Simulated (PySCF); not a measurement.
Radial density of La³⁸⁺ (lanthanum, charge +38)

TPSS, [Ar] 3d1, 2D determinant. Computed with PySCF 2.14 in an even-tempered Gaussian basis (18 s from 6.6 bohr⁻², ratio 2.5; 12 p from 8.6 bohr⁻², ratio 2.5; 7 d from 8.6 bohr⁻², ratio 2.5; 4 f from 30 bohr⁻², ratio 2.7; 3 g from 45 bohr⁻², ratio 2.7), with scalar relativity by spin-free X2C-1e.

```
r (bohr)  4πr²ρ (e/bohr)  4πr²(ρα − ρβ)
  0.0223           72.29         0.0032
  0.0375           66.23         0.0455
  0.0630           89.96         0.4167
   0.106           68.18         2.1494
   0.178           39.35         4.7285
   0.300           33.38         2.5228
   0.505           1.931         0.1238
   0.849        0.003259         0.0003
```

Densities and radii are taken from the X2C orbitals without a picture-change correction, which distorts them close to the nucleus.

Spin-orbit coupling, absent here, splits the open shell strongly.
